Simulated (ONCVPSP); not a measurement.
# Cutoff test, selenium, ONCV

Se (Z = 34), optimised norm-conserving Vanderbilt (ONCV), made with ONCVPSP 4.0.1 (PBE, scalar-relativistic). Core [Ne], reference 3s2 3p6 3d10 4s2 4p2 (charge +2). Waves: 3s+4s: rc 1.05 bohr, ncon 5, nbas 10, qcut 15 1/bohr, 2 projectors; 3p+4p: rc 1.10 bohr, ncon 4, nbas 7, qcut 15.3 1/bohr, 2 projectors; 3d: rc 0.90 bohr, ncon 4, nbas 9, qcut 16.8 1/bohr, 2 projectors, debl 1 Ha. Local part: polynomial inside 0.70 bohr (lpopt 5, dvloc0 2 Ha). Core correction: none.

In the d channel the program set the typed energies aside and used -2.786, 0.250 Ha.

Problem. For each optimised wave give the share of its norm inside rc, the residual kinetic energy above qcut (Ha) and the cutoffs (Ha) for errors of 10, 1, 0.1 and 0.01 mHa per electron.

Solution.

| wave | norm inside rc | residual KE | 10 mHa | 1 mHa | 0.1 mHa | 0.01 mHa |
| --- | --- | --- | --- | --- | --- | --- |
| 3s | 0.973 | 1.7e-07 | 57.8 | 74.3 | 87.2 | 97.5 |
| 4s | 0.109 | 1.7e-07 | 48.1 | 68.5 | 84.3 | 96.2 |
| 3p | 0.969 | 2.3e-08 | 56.7 | 70.2 | 82.0 | 91.9 |
| 4p | 0.078 | 2.6e-09 | 44.5 | 60.4 | 74.3 | 86.7 |
| 3d | 0.833 | 2.4e-05 | 105.0 | 120.7 | 132.8 | 219.3 |
| d projector 2 | 0.019 | 4.4e-06 | 81.2 | 105.0 | 122.5 | 136.0 |

The occupied waves need 121 Ha and 133 Ha for 1 and 0.1 mHa.
